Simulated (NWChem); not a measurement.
Molecule: VNHCl$_{3}$; SMILES [Cl][V]([Cl])(=[NH])[Cl]

```xyz
6

V      0.0000     0.0000    -0.2323
N      0.0000     0.0000    -1.8074
H      0.0000     0.0000    -2.8291
Cl     0.6083    -1.9559     0.3915
Cl     1.3897     1.5048     0.3915
Cl    -1.9980     0.4511     0.3915
```
Atoms are numbered in this order, from 1.

Computed with NWChem. All runs use the structure optimised with PBE0/def2-SVP. No frequency run checked for a minimum. GIAO values for the isolated, static molecule; σ is the absolute isotropic shielding, δ = σ(reference) − σ with the isolated reference molecule computed at the same levels (1H: tetramethylsilane, 15N: ammonia).

For level PBE/pcSseg-1:

```
Item         Result
-----------  ------
δ N2 (ppm)    510.9
σ Cl4 (ppm)   103.0
```

Problem. Estimate the same quantities for level LDA (Slater exchange, VWN5)/pcSseg-1.

Solution. The δ N2 (ppm) is 535.2 and the σ Cl4 (ppm) is 50.3.
